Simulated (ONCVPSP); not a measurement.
## Reading a pseudo-wave (rhodium)

Columns: radius, all-electron u(r) and pseudo u(r) of the 4s shell (level -82.98 eV) of rhodium in the configuration [Ar] 3d10 4s2 4p6 4d8 5s0.75 5p0.25; PBE, scalar-relativistic, ONCV scheme, ONCVPSP 4.0.1.

```tsv
r (bohr)	all-electron	pseudo
0.093	0.4200	0.1055
0.185	-0.1703	0.2198
0.278	-0.6376	0.3507
0.370	-0.4805	0.4948
0.463	-0.0136	0.6489
0.555	0.4682	0.7984
0.648	0.8416	0.9315
0.740	1.0677	1.0303
0.833	1.1683	1.0867
0.925	1.1718	1.0962
1.018	1.1114	1.0616
1.110	1.0153	0.9908
1.203	0.9013	0.8930
1.295	0.7851	0.7833
1.388	0.6723	0.6721
1.480	0.5700	0.5698
1.573	0.4778	0.4777
1.665	0.3983	0.3982
1.758	0.3294	0.3293
1.850	0.2717	0.2716
1.943	0.2227	0.2226
2.035	0.1823	0.1823
2.128	0.1485	0.1485
2.220	0.1209	0.1209
2.313	0.0981	0.0980
2.405	0.0796	0.0795
```

(1) How many radial nodes do the two functions have?

(2) At about which radius was the pseudo-wave matched?

(3) Is the pseudo-wave norm-conserving?

## Answers

(1) The all-electron 4s function has n − l − 1 = 3 (the table is too coarse to show those close to the nucleus); the pseudo-wave has 0, since the states of the same l below it are removed with the core.

(2) 1.55 bohr. The columns agree to 0.0005 from 1.39 bohr on; several derivatives are matched, so the curves merge somewhat inside the radius.

(3) Yes: the ONCV scheme keeps the norm inside the radius equal to the all-electron one, which fixes the energy derivative of the logarithmic derivative at the level.
